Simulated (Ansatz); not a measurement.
Computed with Ansatz.

H₆InNO₂Si, SMILES `[NH2][In]([OH])[O][SiH3]` at its PBE0-D4/def2-TZVP geometry, where that method's forces vanish. Total charge 0; spin multiplicity 1. In: def2 effective core potential.

```json
{"atom": "N1", "x (Å)": "0.0252", "y (Å)": "1.7945", "z (Å)": "2.2858"}
{"atom": "In2", "x (Å)": "0.4940", "y (Å)": "0.4711", "z (Å)": "0.8625"}
{"atom": "O3", "x (Å)": "2.2706", "y (Å)": "-0.2933", "z (Å)": "0.4777"}
{"atom": "O4", "x (Å)": "-0.9050", "y (Å)": "-0.0187", "z (Å)": "-0.4599"}
{"atom": "Si5", "x (Å)": "-0.9379", "y (Å)": "-0.9369", "z (Å)": "-1.7988"}
{"atom": "H6", "x (Å)": "0.5838", "y (Å)": "1.7442", "z (Å)": "3.1262"}
{"atom": "H7", "x (Å)": "-0.9532", "y (Å)": "1.8029", "z (Å)": "2.5392"}
{"atom": "H8", "x (Å)": "2.2501", "y (Å)": "-0.8382", "z (Å)": "-0.3140"}
{"atom": "H9", "x (Å)": "-1.3244", "y (Å)": "-0.1296", "z (Å)": "-2.9885"}
{"atom": "H10", "x (Å)": "-1.9082", "y (Å)": "-2.0568", "z (Å)": "-1.6510"}
{"atom": "H11", "x (Å)": "0.4050", "y (Å)": "-1.5392", "z (Å)": "-2.0790"}
```

Task: For each bond, give half the difference of the two atoms' forces along it (eV/Å; positive pushes the atoms apart) under PBE-D4, r2SCAN-D4, B3LYP-D4, ωB97M-V in def2-TZVPP. (An estimate is asked.)

Result: The calculation gave: 
```
   bond  length (Å)  PBE-D4  r2SCAN-D4  B3LYP-D4  ωB97M-V
 N1–In2       1.999    0.00       0.04      0.10    -0.02
  N1–H6       1.010    0.22       0.02     -0.05    -0.04
  N1–H7       1.011    0.22       0.02     -0.05    -0.03
 In2–O3       1.972    0.21       0.07      0.16     0.01
 In2–O4       1.986    0.08       0.05      0.09    -0.02
  O3–H8       0.961    0.42       0.04     -0.02    -0.06
 O4–Si5       1.624    0.33       0.04      0.10     0.15
 Si5–H9       1.489    0.03      -0.02     -0.10    -0.14
Si5–H10       1.489    0.03      -0.02     -0.10    -0.14
Si5–H11       1.498   -0.02      -0.04     -0.08    -0.10
```

B3LYP here is the variant with VWN-RPA as its local correlation; programs differ in this.
